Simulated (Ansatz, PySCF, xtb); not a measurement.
Reaction (SMILES): [SiH3]O[SiH2]O[SiH3] + 4 [H][H] (H2) → 2 O (H2O) + 3 [SiH4] (SiH4)
Each molecule is optimised on its own at B3LYP-D3(BJ)/def2-TZVP (Ansatz, a quantum-chemistry and plane-wave program), one conformer each, not searched for the lowest. Frequencies are from Ansatz or PySCF.
Geometry of the first species:
```xyz
13

Si     2.3798     0.0660    -0.5271
O      1.1879     0.5535     0.4892
Si    -0.1610     0.1495     1.3119
O     -1.2904    -0.4613     0.3064
Si    -2.1842    -0.2465    -1.0522
H      1.8508    -0.0383    -1.9058
H      2.9038    -1.2542    -0.1052
H      3.4646     1.0685    -0.4845
H      0.1540    -0.8955     2.3044
H     -0.6717     1.3788     1.9477
H     -2.7486     1.1232    -1.0824
H     -3.2811    -1.2368    -1.0471
H     -1.3350    -0.4491    -2.2477
```

Property: energy of full hydrogenation (enthalpy at 298 K, with B3LYP-D3(BJ) rigid-rotor harmonic-oscillator terms), in kcal/mol. Correlated levels leave the core frozen unless marked. Spin-orbit coupling is left out. No relativistic terms. CBS marks a two-point X^-3 extrapolation of the correlation energy; Hartree-Fock from the larger set.

```json
[
 {"level": "GFN2-xTB", "program": "xtb", "energy of full hydrogenation (kcal/mol)": "87.0", "minus last row": "-0.9"},
 {"level": "HF/STO-3G", "program": "Ansatz", "energy of full hydrogenation (kcal/mol)": "34.2", "minus last row": "-53.7"},
 {"level": "HF/6-31G*", "program": "Ansatz", "energy of full hydrogenation (kcal/mol)": "79.8", "minus last row": "-8.1"},
 {"level": "HF/aug-cc-pV(T+d)Z", "program": "Ansatz", "energy of full hydrogenation (kcal/mol)": "82.1", "minus last row": "-5.8"},
 {"level": "revPBE-D3(BJ)/def2-TZVPD", "program": "Ansatz + dftd3", "energy of full hydrogenation (kcal/mol)": "75.3", "minus last row": "-12.6"},
 {"level": "BHLYP-D4/def2-TZVPD", "program": "Ansatz + dftd4", "energy of full hydrogenation (kcal/mol)": "89.1", "minus last row": "1.2"},
 {"level": "r2SCANh-D4/def2-TZVPD", "program": "Ansatz + dftd4", "energy of full hydrogenation (kcal/mol)": "87.1", "minus last row": "-0.8"},
 {"level": "HSE06/def2-TZVPD", "program": "Ansatz", "energy of full hydrogenation (kcal/mol)": "74.2", "minus last row": "-13.7"},
 {"level": "CAM-B3LYP-D3(BJ)/def2-TZVPD", "program": "Ansatz + dftd3", "energy of full hydrogenation (kcal/mol)": "85.6", "minus last row": "-2.3"},
 {"level": "LC-wPBE-D4/def2-TZVPD", "program": "Ansatz + dftd4", "energy of full hydrogenation (kcal/mol)": "82.1", "minus last row": "-5.8"},
 {"level": "wB97X/def2-TZVPD", "program": "Ansatz", "energy of full hydrogenation (kcal/mol)": "78.4", "minus last row": "-9.5"},
 {"level": "B2GP-PLYP-D3(BJ)/def2-TZVPD", "program": "Ansatz + dftd3", "energy of full hydrogenation (kcal/mol)": "90.9", "minus last row": "3.0"},
 {"level": "B2PLYP-D3(BJ)/def2-TZVPD", "program": "Ansatz + dftd3", "energy of full hydrogenation (kcal/mol)": "88.7", "minus last row": "0.8"},
 {"level": "MP2/cc-pV(D+d)Z", "program": "Ansatz", "energy of full hydrogenation (kcal/mol)": "75.1", "minus last row": "-12.8"},
 {"level": "MP2/CBS(cc-pV(T+d)Z,cc-pV(Q+d)Z)", "program": "Ansatz", "energy of full hydrogenation (kcal/mol)": "93.1", "minus last row": "5.2"},
 {"level": "RI-MP2/cc-pV(T+d)Z", "program": "Ansatz", "energy of full hydrogenation (kcal/mol)": "93.3", "minus last row": "5.4"},
 {"level": "SCS-MP2/cc-pV(T+d)Z", "program": "Ansatz", "energy of full hydrogenation (kcal/mol)": "91.2", "minus last row": "3.3"},
 {"level": "CCSD/6-31G", "program": "Ansatz", "energy of full hydrogenation (kcal/mol)": "69.7", "minus last row": "-18.2"},
 {"level": "CCSD/cc-pV(T+d)Z", "program": "Ansatz", "energy of full hydrogenation (kcal/mol)": "84.6", "minus last row": "-3.3"},
 {"level": "CCSD(T)/aug-cc-pV(D+d)Z", "program": "Ansatz", "energy of full hydrogenation (kcal/mol)": "58.2", "minus last row": "-29.7"},
 {"level": "CCSD(T)/CBS(cc-pV(T+d)Z,cc-pV(Q+d)Z)", "program": "Ansatz", "energy of full hydrogenation (kcal/mol)": "87.9", "minus last row": "0.0"}
]
```
